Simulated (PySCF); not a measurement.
A structure optimised at PBE-D3(BJ)/def2-SVP, used in a PySCF frequency run:

```
C
H 1 1.1105
H 1 1.1109 2 106.70
C 1 1.5270 2 110.60 3 -120.99
H 4 1.1075 1 110.42 2 -62.57
H 4 1.1076 5 108.17 1 -121.74
H 4 1.1088 5 107.78 6 -116.61
C 1 1.5340 2 106.87 3 115.12
F 8 1.4018 1 108.91 2 61.77
H 8 1.1150 9 106.89 1 118.08
C 8 1.4671 10 108.46 9 -118.22
C 11 1.2220 10 149.37 8 177.76
H 12 1.0812 10 160.56 8 179.64
```
Charge 0, spin multiplicity 1.

### Question
Write its SMILES and formula.

### Answer
C#C[C@H](F)CC, C5H7F

### Question
What are its rotational constants (standard atomic weights)?

### Answer
4.6711, 2.8038, 2.1427 GHz
